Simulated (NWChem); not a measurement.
Program: NWChem. System: HfO, charge 0, spin multiplicity 1, at a geometry optimised with PBE/def2-SVP with def2 effective core potentials on Hf. The structure started from a generated list of species. Level: B3LYP/x2c-SVPall-2c, scalar ZORA, VWN1-RPA local correlation.

The NWChem input:

```
start mol
memory heap 200 mb stack 900 mb global 1100 mb
geometry units angstroms nocenter noautoz noautosym
  Hf     0.000000     0.000000     0.177809
  O      0.000000     0.000000    -1.600285
end
basis spherical
  * library x2c-svpall-2c
end
relativistic
  zora on
end
dft
  xc b3lyp
  semidirect memsize 60000000 filesize 0
  iterations 100
  grid fine
end
task dft energy
```

Part of the output:

```
             Northwest Computational Chemistry Package (NWChem) 7.3.0
             --------------------------------------------------------

                                NWChem Input Module
                                -------------------

 Scaling coordinates for geometry "geometry" by  1.889725989
 (inverse scale =  0.529177249)

                             Geometry "geometry" -> ""
                             -------------------------

 Output coordinates in angstroms (scale by  1.889725989 to convert to a.u.)

  No.       Tag          Charge          X              Y              Z
 ---- ---------------- ---------- -------------- -------------- --------------
    1 Hf                  72.0000     0.00000000     0.00000000     0.17780900
    2 O                    8.0000     0.00000000     0.00000000    -1.60028500

 Effective nuclear repulsion energy (a.u.)     171.4229368210

            Nuclear Dipole moment (a.u.)
            ----------------------------
        X                 Y               Z
 ---------------- ---------------- ----------------
     0.0000000000     0.0000000000    -0.0000604712


 Summary of "ao basis" -> "" (spherical)
 ------------------------------------------------------------------------------
       Tag                 Description            Shells   Functions and Types
 ---------------- ------------------------------  ------  ---------------------
 *                       x2c-svpall-2c                on all atoms

                                 NWChem DFT Module
                                 -----------------

 Summary of "ao basis" -> "ao basis" (spherical)
 ------------------------------------------------------------------------------
       Tag                 Description            Shells   Functions and Types
 ---------------- ------------------------------  ------  ---------------------
 Hf                      x2c-svpall-2c              27       93   7s9p9d2f
 O                       x2c-svpall-2c               6       14   3s2p1d

 Summary of "ao basis" -> "ao basis" (spherical)
 ------------------------------------------------------------------------------
       Tag                 Description            Shells   Functions and Types
 ---------------- ------------------------------  ------  ---------------------
 Hf                      x2c-svpall-2c              27       93   7s9p9d2f
 O                       x2c-svpall-2c               6       14   3s2p1d

            General Information
            -------------------
          SCF calculation type: DFT
          Wavefunction type:  closed shell.
          No. of atoms     :     2
          No. of electrons :    80
           Alpha electrons :    40
            Beta electrons :    40
          Charge           :     0
          Spin multiplicity:     1
          Use of symmetry is: off; symmetry adaption is: off
          Maximum number of iterations: 100
          AO basis - number of functions:   107
                     number of shells:    33
          Convergence on energy requested:  1.00D-06
          Convergence on density requested:  1.00D-05
          Convergence on gradient requested:  5.00D-04

              XC Information
              --------------
                         B3LYP Method XC Potential
                     Hartree-Fock (Exact) Exchange  0.200
                        Slater Exchange Functional  0.800 local
                    Becke 1988 Exchange Functional  0.720 non-local
              Lee-Yang-Parr Correlation Functional  0.810
                  VWN I RPA Correlation Functional  0.190 local

             Grid Information
             ----------------
          Grid used for XC integration:  fine
          Radial quadrature: Mura-Knowles
          Angular quadrature: Lebedev.
          Tag              B.-S. Rad. Rad. Pts. Rad. Cut. Ang. Pts.
          ---              ---------- --------- --------- ---------
          Hf                  1.55      141          10.0       974
          O                   0.60       70           8.0       590
          Grid pruning is: on
          Number of quadrature shells:   211
          Spatial weights used:  Erf1

          Convergence Information
          -----------------------
          Convergence aids based upon iterative change in
          total energy or number of iterations.
          Levelshifting, if invoked, occurs when the
          HOMO/LUMO gap drops below (HL_TOL):  1.00D-02
          DIIS, if invoked, will attempt to extrapolate
          using up to (NFOCK): 10 stored Fock matrices.

                    Damping( 0%)  Levelshifting(0.5)       DIIS
                  --------------- ------------------- ---------------
          dE  on:    start            ASAP                start
          dE off:    2 iters        100 iters           100 iters

      Screening Tolerance Information
      -------------------------------
          Density screening/tol_rho:  1.00D-10
          AO Gaussian exp screening on grid/accAOfunc:  14
          CD Gaussian exp screening on grid/accCDfunc:  20
          XC Gaussian exp screening on grid/accXCfunc:  20
          Schwarz screening/accCoul:  1.00D-08

 dft: using ZORA

      Superposition of Atomic Density Guess
      -------------------------------------

 Sum of atomic energies:      -13035.02451277
          Performing ZORA calculations
          ----------------------------

       Generating atomic ZORA corrections
       ----------------------------------

 In dft_scf:: zora:Knucl= F

      Superposition of Atomic Density Guess
      -------------------------------------

 Sum of atomic energies:      -13035.02451277

      Non-variational initial energy
      ------------------------------

 Total energy =  -13034.648632
 1-e energy   =  -18618.088612
 2-e energy   =    5412.017043
 HOMO         =      -0.542060
 LUMO         =      -0.542060

------------------------------------------------------------
EAF file 0: "./mol.aoints.0" size=524288 bytes
------------------------------------------------------------
               write      read    awrite     aread      wait
               -----      ----    ------     -----      ----
     calls:        1         0         0         0         0
   data(b): 5.24e+05  0.00e+00  0.00e+00  0.00e+00
   time(s): 0.00e+00  0.00e+00  0.00e+00  0.00e+00  0.00e+00
rate(mb/s): 0.00e+00  0.00e+00
------------------------------------------------------------

   convergence    iter        energy       DeltaE   RMS-Dens  Diis-err    time
 ---------------- ----- ----------------- --------- --------- ---------  ------
 d= 0,ls=0.0,diis     1 -15032.9973508743 -1.52D+04  1.06D-01  2.37D+06    16.9
 d= 0,ls=0.5,diis     2 -15514.1907751804 -4.81D+02  7.05D-02  2.35D+03    17.1
 d= 0,ls=0.5,diis     3 -15516.8901437413 -2.70D+00  3.10D-02  2.37D+02    17.3
 d= 0,ls=0.5,diis     4 -15519.1794506193 -2.29D+00  9.31D-03  1.63D+01    17.5
 d= 0,ls=0.5,diis     5 -15519.4089858445 -2.30D-01  3.34D-03  3.88D-01    17.7
  Resetting Diis
 d= 0,ls=0.5,diis     6 -15519.4218811459 -1.29D-02  1.31D-03  1.17D-01    17.9
 d= 0,ls=0.5,diis     7 -15519.4316604556 -9.78D-03  8.60D-04  1.33D-02    18.1
 d= 0,ls=0.5,diis     8 -15519.4318421923 -1.82D-04  4.21D-04  1.30D-02    18.3
 d= 0,ls=0.5,diis     9 -15519.4328030879 -9.61D-04  2.49D-04  1.76D-03    18.5
 d= 0,ls=0.5,diis    10 -15519.4329906736 -1.88D-04  1.74D-04  2.34D-04    18.7
 d= 0,ls=0.5,diis    11 -15519.4330482101 -5.75D-05  1.12D-04  3.71D-05    18.9
 d= 0,ls=0.5,diis    12 -15519.4330697142 -2.15D-05  8.52D-05  1.90D-05    19.1
 d= 0,ls=0.5,diis    13 -15519.4330816697 -1.20D-05  6.23D-05  1.15D-05    19.3
 d= 0,ls=0.5,diis    14 -15519.4330883487 -6.68D-06  4.69D-05  7.98D-06    19.5
 d= 0,ls=0.5,diis    15 -15519.4330923083 -3.96D-06  3.40D-05  4.42D-06    19.7
 d= 0,ls=0.5,diis    16 -15519.4330944742 -2.17D-06  2.51D-05  2.89D-06    19.9
 d= 0,ls=0.5,diis    17 -15519.4330957161 -1.24D-06  1.84D-05  1.73D-06    20.1
 d= 0,ls=0.5,diis    18 -15519.4330964054 -6.89D-07  1.38D-05  1.09D-06    20.3
 d= 0,ls=0.5,diis    19 -15519.4330968016 -3.96D-07  1.04D-05  6.66D-07    20.5
 d= 0,ls=0.5,diis    20 -15519.4330970293 -2.28D-07  7.87D-06  3.92D-07    20.7
(nogshift,skip_gshiftAOev,done_Fji)=( 1,F,F)

         Total DFT energy =   -15519.433097160063
      One electron energy =   -21500.445156037676
           Coulomb energy =     6131.027920438091
    Exchange-Corr. energy =     -321.438798381492
 Nuclear repulsion energy =      171.422936821015

       Scaling correction =      443.357999977988

 Numeric. integr. density =       80.000000269233

     Total iterative time =     12.3s

                       DFT Final Molecular Orbital Analysis
                       ------------------------------------

 Vector   38  Occ=2.000000D+00  E=-3.278957D-01
              MO Center=  7.4D-09,  4.1D-09, -1.3D+00, r^2= 1.2D+00
   Bfn.  Coefficient  Atom+Function         Bfn.  Coefficient  Atom+Function
  ----- ------------  ---------------      ----- ------------  ---------------
    98     -0.394481  2 O  py                97      0.391538  2 O  px
   101     -0.259780  2 O  py               100      0.257842  2 O  px
    56      0.164298  1 Hf d -1              58      0.163072  1 Hf d  1
    51      0.143229  1 Hf d -1              53      0.142161  1 Hf d  1
    24     -0.060443  1 Hf py                23      0.059992  1 Hf px

 Vector   39  Occ=2.000000D+00  E=-3.278957D-01
              MO Center=  4.3D-09,  2.7D-09, -1.3D+00, r^2= 1.2D+00
   Bfn.  Coefficient  Atom+Function         Bfn.  Coefficient  Atom+Function
  ----- ------------  ---------------      ----- ------------  ---------------
    97      0.394481  2 O  px                98      0.391538  2 O  py
   100      0.259780  2 O  px               101      0.257842  2 O  py
    58      0.164298  1 Hf d  1              56     -0.163072  1 Hf d -1
    53      0.143229  1 Hf d  1              51     -0.142161  1 Hf d -1
    23      0.060443  1 Hf px                24      0.059992  1 Hf py

 Vector   40  Occ=2.000000D+00  E=-2.165914D-01
              MO Center=  8.9D-08,  7.3D-08,  4.7D-01, r^2= 3.6D+00
   Bfn.  Coefficient  Atom+Function         Bfn.  Coefficient  Atom+Function
  ----- ------------  ---------------      ----- ------------  ---------------
     6      1.021316  1 Hf s                  5     -0.568356  1 Hf s
    57     -0.183351  1 Hf d  0              52     -0.174098  1 Hf d  0
     4      0.165900  1 Hf s                 25      0.152078  1 Hf pz
    96     -0.107953  2 O  s                  3     -0.101622  1 Hf s
    19     -0.086883  1 Hf pz                 7      0.082403  1 Hf s

 Vector   41  Occ=0.000000D+00  E=-1.104935D-01
              MO Center=  3.4D-07,  2.6D-07,  1.9D-01, r^2= 2.1D+00
   Bfn.  Coefficient  Atom+Function         Bfn.  Coefficient  Atom+Function
  ----- ------------  ---------------      ----- ------------  ---------------
    55      0.591789  1 Hf d -2              50      0.484476  1 Hf d -2
    60      0.188300  1 Hf d -2              40     -0.170928  1 Hf d -2
    35      0.102026  1 Hf d -2              45     -0.033384  1 Hf d -2

 Vector   42  Occ=0.000000D+00  E=-1.104935D-01
              MO Center=  3.4D-07,  2.6D-07,  1.9D-01, r^2= 2.1D+00
   Bfn.  Coefficient  Atom+Function         Bfn.  Coefficient  Atom+Function
  ----- ------------  ---------------      ----- ------------  ---------------
    59      0.591789  1 Hf d  2              54      0.484476  1 Hf d  2
    64      0.188301  1 Hf d  2              44     -0.170928  1 Hf d  2
    39      0.102026  1 Hf d  2              49     -0.033384  1 Hf d  2

 Vector   43  Occ=0.000000D+00  E=-7.251462D-02
              MO Center= -9.2D-08, -7.4D-08,  6.8D-01, r^2= 4.7D+00
   Bfn.  Coefficient  Atom+Function         Bfn.  Coefficient  Atom+Function
  ----- ------------  ---------------      ----- ------------  ---------------
    24     -0.506260  1 Hf py                23      0.498166  1 Hf px
    56     -0.291504  1 Hf d -1              58     -0.286844  1 Hf d  1
    51     -0.220462  1 Hf d -1              53     -0.216938  1 Hf d  1
    18      0.148666  1 Hf py                17     -0.146289  1 Hf px
    61     -0.126550  1 Hf d -1              63     -0.124527  1 Hf d  1

 center of mass
 --------------
 x =   0.00000000 y =   0.00000000 z =   0.06172125

 moments of inertia (a.u.)
 ------------------
         165.846434588837           0.000000000000           0.000000000000
           0.000000000000         165.846434588837           0.000000000000
           0.000000000000           0.000000000000           0.000000000000

     Multipole analysis of the density
     ---------------------------------

     L   x y z        total         alpha         beta         nuclear
     -   - - -        -----         -----         ----         -------
     0   0 0 0     -0.000000    -40.000000    -40.000000     80.000000

     1   1 0 0     -0.000001     -0.000000     -0.000000      0.000000
     1   0 1 0     -0.000001     -0.000000     -0.000000      0.000000
     1   0 0 1      1.482380      0.741220      0.741220     -0.000060

     2   2 0 0    -26.904167    -13.452083    -13.452083      0.000000
     2   1 1 0     -0.000004     -0.000002     -0.000002      0.000000
     2   1 0 1     -0.000000     -0.000000     -0.000000      0.000000
     2   0 2 0    -26.904167    -13.452083    -13.452083      0.000000
     2   0 1 1     -0.000000     -0.000000     -0.000000      0.000000
     2   0 0 2    -30.927828    -56.109146    -56.109146     81.290464

 Task  times  cpu:       20.9s     wall:       20.9s

 Total times  cpu:       21.0s     wall:       21.0s
```
